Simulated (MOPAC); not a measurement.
Input file for MOPAC: PM6 on CHIO2 (a complex), monomers drawn apart or pushed together.

```
PM6 1SCF PRECISE CHARGE=0 THREADS=1
CHIO2

O      0.84135829 1    -1.00494699 1     0.23470781 1
C      0.16523511 1    -0.10610626 1    -0.04979978 1
O     -0.50926708 1     0.78928589 1    -0.34431407 1
I      0.01792685 1     0.49249007 1     3.22532094 1
H      0.96682838 1    -0.81476163 1     3.24528758 1
```

It printed:

```
*******************************************************************************
 **                                                                           **
 **                              MOPAC v23.2.5                                **
 **                                                                           **
 *******************************************************************************
 ** MOPAC's Digital Object Identifier: https://doi.org/10.5281/zenodo.6511958 **
 **                                                                           **
 ** Please cite the open-source release paper for use of this MOPAC version:  **
 ** J. E. Moussa and J. J. P. Stewart (2026)                                  **
 ** MOPAC: An open-source semiempirical molecular orbital program             **
 ** J. Open Source Softw., 11(119), 8025, https://doi.org/10.21105/joss.08025 **
 *******************************************************************************

                              PM6 CALCULATION RESULTS

 *******************************************************************************
 *  PM6        - The PM6 Hamiltonian to be used
 *
 *
 *
 *                 CHARGE ON SYSTEM = 0
 *
 *
 *
 *  PRECISE    - TIGHTER CRITERIA TO BE USED
 *  1SCF       - DO 1 SCF AND THEN STOP
 *  THREADS=1  - MULTI-THREADING NOT USED
 *  T=         - A TIME OF 172800.0 SECONDS REQUESTED
 *  DUMP=N     - RESTART FILE WRITTEN EVERY 7200.0 SECONDS REQUESTED
 *******************************************************************************
PM6 1SCF PRECISE CHARGE=0 THREADS=1
 CHIO2

   ATOM   CHEMICAL          X               Y               Z
  NUMBER   SYMBOL      (ANGSTROMS)     (ANGSTROMS)     (ANGSTROMS)

     1       O          0.84135829  *  -1.00494699  *   0.23470781  *
     2       C          0.16523511  *  -0.10610626  *  -0.04979978  *
     3       O         -0.50926708  *   0.78928589  *  -0.34431407  *
     4       I          0.01792685  *   0.49249007  *   3.22532094  *
     5       H          0.96682838  *  -0.81476163  *   3.24528758  *



          CARTESIAN COORDINATES

    NO.       ATOM           X           Y           Z

     1         O          0.8414     -1.0049      0.2347
     2         C          0.1652     -0.1061     -0.0498
     3         O         -0.5093      0.7893     -0.3443
     4         I          0.0179      0.4925      3.2253
     5         H          0.9668     -0.8148      3.2453

 General Reference for PM6:
 "Optimization of Parameters for Semiempirical Methods V: Modification of NDDO Approximations
 and Application to 70 Elements", J. J. P. Stewart, J. Mol. Mod., 13, 1173-1213 (2007)
 URL: https://link.springer.com/article/10.1007/s00894-007-0233-4

           Empirical Formula: C H O2 I  =     5 atoms



      MOLECULAR POINT GROUP   :   Cs


      RHF CALCULATION, NO. OF DOUBLY OCCUPIED LEVELS = 12


 -------------------------------------------------------------------------------
 PM6 1SCF PRECISE CHARGE=0 THREADS=1
 CHIO2



     1SCF WAS SPECIFIED, SO BFGS WAS NOT USED
     SCF FIELD WAS ACHIEVED


                              PM6 CALCULATION
                                                       MOPAC v23.2.5 Linux




          FINAL HEAT OF FORMATION =        -84.34404 KCAL/MOL =    -352.89546 KJ/MOL


          COSMO AREA              =        115.14 SQUARE ANGSTROMS
          COSMO VOLUME            =        101.25 CUBIC ANGSTROMS

          IONIZATION POTENTIAL    =         10.392438 EV
          HOMO LUMO ENERGIES (EV) =        -10.392  0.411
          NO. OF FILLED LEVELS    =         12
          MOLECULAR WEIGHT        =        171.9222         POINT GROUP:  Cs

          MOLECULAR DIMENSIONS (Angstroms)

            Atom       Atom       Distance
            H     5    O     3     4.19965
            I     4    O     1     2.99861
            C     2    O     1     0.00000


          SCF CALCULATIONS        =          1





   ATOM   CHEMICAL          X               Y               Z
  NUMBER   SYMBOL      (ANGSTROMS)     (ANGSTROMS)     (ANGSTROMS)

     1       O          0.84135829  *  -1.00494699  *   0.23470781  *
     2       C          0.16523511  *  -0.10610626  *  -0.04979978  *
     3       O         -0.50926708  *   0.78928589  *  -0.34431407  *
     4       I          0.01792685  *   0.49249007  *   3.22532094  *
     5       H          0.96682838  *  -0.81476163  *   3.24528758  *

                             CARTESIAN COORDINATES

   1    O        0.841358290    -1.004946990     0.234707810
   2    C        0.165235110    -0.106106260    -0.049799780
   3    O       -0.509267080     0.789285890    -0.344314070
   4    I        0.017926850     0.492490070     3.225320940
   5    H        0.966828380    -0.814761630     3.245287580


           Empirical Formula: C H O2 I  =     5 atoms



      MOLECULAR POINT GROUP   :   Cs


                  EIGENVALUES
 -35.73316 -33.88646 -21.41661 -21.07655 -18.23339 -18.17800 -16.34982 -13.85975
 -13.00969 -12.93212 -10.42676 -10.39244   0.41093   0.45000   0.49104   1.31974
   4.01981 110.59072 110.60863 110.66902 111.31393 111.32581


              NET ATOMIC CHARGES AND DIPOLE CONTRIBUTIONS

  ATOM NO.   TYPE          CHARGE      No. of ELECS.   s-Pop       p-Pop       d-Pop
    1          O          -0.348504        6.3485     1.84001     4.50850
    2          C           0.665466        3.3345     1.04588     2.28865
    3          O          -0.319877        6.3199     1.84079     4.47908
    4          I          -0.171528        7.1715     1.96395     5.20472     0.00286
    5          H           0.174443        0.8256     0.82556
 DIPOLE           X         Y         Z       TOTAL
 POINT-CHG.     0.698    -0.958     0.039     1.186
 HYBRID        -0.160     0.226     0.044     0.280
 SUM            0.538    -0.732     0.083     0.912


          ATOMIC ORBITAL ELECTRON POPULATIONS

     Atom    s        px        py        pz      x^2-y^2     xz        z^2       yz        xy
    1  O   1.84001   1.49899   1.39475   1.61477
    2  C   1.04588   0.76477   0.78203   0.74184
    3  O   1.84079   1.49026   1.38895   1.59987
    4  I   1.96395   1.72653   1.48159   1.99659   0.00027   0.00006   0.00078   0.00013   0.00161
    5  H   0.82556

 **********************
 *                    *
 * JOB ENDED NORMALLY *
 *                    *
 **********************




 == MOPAC DONE ==
```

The run finished.

Cost: very roughly 0.03 core-seconds.
